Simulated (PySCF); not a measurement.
Ti(I)2(NH2)2 (H₄I₂N₂Ti), SMILES [NH2][Ti]([NH2])([I])[I], multiplicity 1.

Geometry: B3LYP-D3(BJ)/def2-SVP. The spin state was assumed, not searched. The def2 effective core potentials stand for the cores of I; spin–orbit coupling is left out. Other conformers were not sampled.

All values below come from r2SCAN/def2-TZVP (PySCF).

The molecule is in vacuum.

Computed frontier levels, gap, dipole moment and polarisability:
```yaml
highest_occupied_level: -6.35 eV
lowest_empty_level: -3.45 eV
orbital_gap: 2.89 eV
dipole_moment: 3.69 D
quadrupole, principal values (traceless, Buckingham form, about the centre of nuclear charge): -13.27, 3.97, 9.30 D·Å
mean_static_polarisability: 125.4 bohr³ (18.58 Å³)
polarisability_principal_values: 101.2, 118.9, 156.0 bohr³
```
